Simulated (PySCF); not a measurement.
## Electronic structure of Se⁺ (selenium, charge +1) at the r2SCAN0 level

Configuration: [Ar] 3d10 4s2 4p2 4d1, one real determinant (an excited configuration). Calculation: PySCF 2.14, in dyall-av2z; the non-relativistic Hamiltonian (point nucleus).

| Quantity | Value |
| --- | --- |
| Total energy | -2400.635 hartree |
| One-electron energy | -3326.262 hartree |
| Hartree (Coulomb) energy | 1012.362 hartree |
| Exchange-correlation energy | -86.735 hartree |
| Kinetic energy | 2399.39739 hartree |
| ⟨S²⟩ | 3.7510 |
| ⟨L²⟩ | 7.915 |
| Sum of ⟨r⟩ | 23.28 bohr |
| Sum of ⟨r²⟩ | 36.44 bohr² |
| Traceless quadrupole moment −½Σ⟨3z² − r²⟩ along its main axis | 0.131 e·bohr² |
| Density at the nucleus (Gaussians lack the cusp) | 26800 bohr⁻³ |
| Spin density at the nucleus | -0.381 bohr⁻³ |
| Langevin diamagnetic susceptibility | -28.9 ×10⁻⁶ cm³/mol |
| Time after the integrals | of the order of 9 core-seconds |

```json
{"shell": "1s α", "electrons": "1", "mean orbital energy (hartree)": "-455.68144", "spread (hartree)": "0", "rms radius, mean of both spins (bohr)": "0.0521"}
{"shell": "1s β", "electrons": "1", "mean orbital energy (hartree)": "-455.67413", "spread (hartree)": "0", "rms radius, mean of both spins (bohr)": "0.0521"}
{"shell": "2s α", "electrons": "1", "mean orbital energy (hartree)": "-59.09100", "spread (hartree)": "0", "rms radius, mean of both spins (bohr)": "0.217"}
{"shell": "2s β", "electrons": "1", "mean orbital energy (hartree)": "-59.08761", "spread (hartree)": "0", "rms radius, mean of both spins (bohr)": "0.217"}
{"shell": "2p α", "electrons": "3", "mean orbital energy (hartree)": "-53.00765", "spread (hartree)": "0.00060", "rms radius, mean of both spins (bohr)": "0.191"}
{"shell": "2p β", "electrons": "3", "mean orbital energy (hartree)": "-53.00012", "spread (hartree)": "0.00597", "rms radius, mean of both spins (bohr)": "0.191"}
{"shell": "3s α", "electrons": "1", "mean orbital energy (hartree)": "-8.58992", "spread (hartree)": "0", "rms radius, mean of both spins (bohr)": "0.625"}
{"shell": "3s β", "electrons": "1", "mean orbital energy (hartree)": "-8.58046", "spread (hartree)": "0", "rms radius, mean of both spins (bohr)": "0.625"}
{"shell": "3p α", "electrons": "3", "mean orbital energy (hartree)": "-6.46379", "spread (hartree)": "0.00818", "rms radius, mean of both spins (bohr)": "0.642"}
{"shell": "3p β", "electrons": "3", "mean orbital energy (hartree)": "-6.45153", "spread (hartree)": "0.01770", "rms radius, mean of both spins (bohr)": "0.642"}
{"shell": "3d α", "electrons": "5", "mean orbital energy (hartree)": "-2.71812", "spread (hartree)": "0.01447", "rms radius, mean of both spins (bohr)": "0.696"}
{"shell": "3d β", "electrons": "5", "mean orbital energy (hartree)": "-2.70529", "spread (hartree)": "0.01625", "rms radius, mean of both spins (bohr)": "0.696"}
{"shell": "4s α", "electrons": "1", "mean orbital energy (hartree)": "-1.17668", "spread (hartree)": "0", "rms radius, mean of both spins (bohr)": "1.87"}
{"shell": "4s β", "electrons": "1", "mean orbital energy (hartree)": "-1.04591", "spread (hartree)": "0", "rms radius, mean of both spins (bohr)": "1.87"}
{"shell": "4p α", "electrons": "2", "mean orbital energy (hartree)": "-0.73677", "spread (hartree)": "0", "rms radius, mean of both spins (bohr)": "2.22"}
{"shell": "4d α", "electrons": "1", "mean orbital energy (hartree)": "-0.21425", "spread (hartree)": "0", "rms radius, mean of both spins (bohr)": "3.34"}
```

⟨L²⟩ = 7.92 against 12 for a pure F term, so this real determinant mixes terms. The outer electron is Rydberg-like, and this basis confines it to a smaller radius and binds it less than a complete one would.
